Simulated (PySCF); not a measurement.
Computed shifts of a molecule C₂H₇BO₃, PBE/pcSseg-1 in PySCF, GIAO, gas phase, equivalent atoms averaged, in ppm (number of nuclei): ¹³C: 58.7 (1), 56.1 (1). ¹H: 6.51 (1), 4.24 (3), 3.66 (2), -0.35 (1). References: ¹³C against TMS (σ = 182.0 ppm); ¹⁷O against H2O (σ = 334.3 ppm); ¹¹B against BF3 (σ = 83.9 ppm); ¹H against TMS (σ = 31.49 ppm), references at their B3LYP-D3(BJ)/def2-TZVP geometries, non-relativistic. Coordinates come from a B3LYP-D3(BJ)/def2-SVP optimisation. Other conformers were not sampled.

Q: Which structure fits?
A. CCOB(O)O
B. COB(O)CO
C. OCCB(O)O
D. COB(O)OC

A: B, COB(O)CO
